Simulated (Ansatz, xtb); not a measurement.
**Isomers of C3H9BS in order of energy**

8 gas-phase structures of C3H9BS, from a drawn sample of its isomers (lower ones may exist). Each was relaxed with GFN2-xTB; where two conformers were screened, the lower at r2SCAN-D4/def2-SVP is listed:

A. `CCBSC`, a singlet
B. `BSCCC`, a singlet
C. `C[S@+]1[BH2-]CC1`, a singlet
D. a singlet given by its coordinates
E. `CSB(C)C`, a singlet
F. `CB(C)CS`, a singlet
G. `BSC(C)C`, a singlet
H. a singlet given by its coordinates

H (Å):

```xyz
14

C    -2.3497    0.5457    1.0387
C     0.1789    0.4135   -0.0540
C     0.2148   -0.9600    2.4393
B    -1.3298   -0.0016   -0.0606
S     0.1201   -1.2831    0.6482
H    -1.8939    1.1844    1.7945
H    -3.1148    1.1444    0.5471
H    -2.8804   -0.2562    1.5527
H    -1.7567   -0.5030   -1.0350
H     0.7774    0.3929   -0.9575
H     0.5973    1.0979    0.6749
H     0.3080   -1.9275    2.9222
H    -0.6848   -0.4613    2.7790
H     1.0938   -0.3588    2.6483
```

Close contacts (Å): C1–B4 1.60, C2–B4 1.56, C2–S5 1.84, C3–S5 1.82, B4–S5 2.06, C1–H6 1.09, C1–H7 1.09, C1–H8 1.09, C2–H10 1.08, C2–H11 1.08, C3–H12 1.09, C3–H13 1.08, C3–H14 1.09, B4–H9 1.18.

D (Å):

| atom | x (Å) | y (Å) | z (Å) |
| --- | --- | --- | --- |
| C | -1.4528 | 0.1760 | -0.0206 |
| C | -2.6869 | -0.1477 | 0.7842 |
| C | 1.3684 | 0.0690 | 0.2457 |
| B | -1.0896 | 1.6189 | -0.5138 |
| S | -0.0795 | 0.8584 | 1.0253 |
| H | -1.7555 | 2.5141 | -0.1485 |
| H | -0.3790 | 1.7624 | -1.4395 |
| H | -1.0677 | -0.7037 | -0.5320 |
| H | -3.4883 | -0.4235 | 0.0995 |
| H | -3.0105 | 0.7181 | 1.3568 |
| H | -2.5205 | -0.9790 | 1.4704 |
| H | 2.2545 | 0.5183 | 0.6833 |
| H | 1.3505 | -0.9952 | 0.4624 |
| H | 1.3495 | 0.2460 | -0.8240 |

Close contacts (Å): C1–C2 1.51, C1–B4 1.57, C1–S5 1.86, C3–S5 1.82, B4–S5 1.99, C1–H8 1.09, C2–H9 1.09, C2–H10 1.09, C2–H11 1.09, C3–H12 1.09, C3–H13 1.09, C3–H14 1.08, B4–H6 1.17, B4–H7 1.18.

Problem. Make a reasoned guess at their ranking by r2SCAN-D4/def2-SVP single-point energy.

Solution. Calculated order at r2SCAN-D4/def2-SVP: E (0.000), A (0.589), G (0.891), F (0.908), B (0.966), H (1.398), D (1.660), C (2.015) eV. Less than 1 kcal/mol parts G and F, so the order within that pair means little.

Energies above the lowest of each column, in eV; the last columns are at B3LYP-D3(BJ)/def2-SVP geometries and were run for some of them only (a dash: not run or not comparable):

```
structure  GFN2-xTB  HF/STO-3G  r2SCAN-D4/def2-SVP  B3LYP-D3(BJ)/def2-SVP  CCSD(T)/def2-SVP + ΔMP2/def2-TZVPP
        E     0.435      0.000               0.000                  0.000                               0.000
        A     0.373      0.407               0.589                  0.528                               0.522
        G     0.000      0.730               0.891                  0.807                               0.762
        F     1.226      1.161               0.908                      –                                   –
        B     0.050      0.699               0.966                      –                                   –
        H     1.186      1.290               1.398                      –                                   –
        D     0.899      1.465               1.660                      –                                   –
        C     1.044      1.436               2.015                      –                                   –
```

CCSD(T)/def2-SVP + ΔMP2/def2-TZVPP puts E lowest of those it was run on; GFN2-xTB picks G. Some further structures that were screened fall inside this span and aren't listed. Flexible structures stand in one conformer each, not always the lowest. Frequencies (GFN2-xTB) were run for A, E, G alone. ΔMP2 is the change of the MP2 energy from the smaller to the larger basis.

Over these structures GFN2-xTB departs from r2SCAN-D4/def2-SVP by 0.483 eV on average once a common shift is removed. A GFN2-xTB relaxation took about 0.3 s and the r2SCAN-D4/def2-SVP energy about 2.4 s on a shared host (Ansatz 0.2.0, xtb 6.7.1).
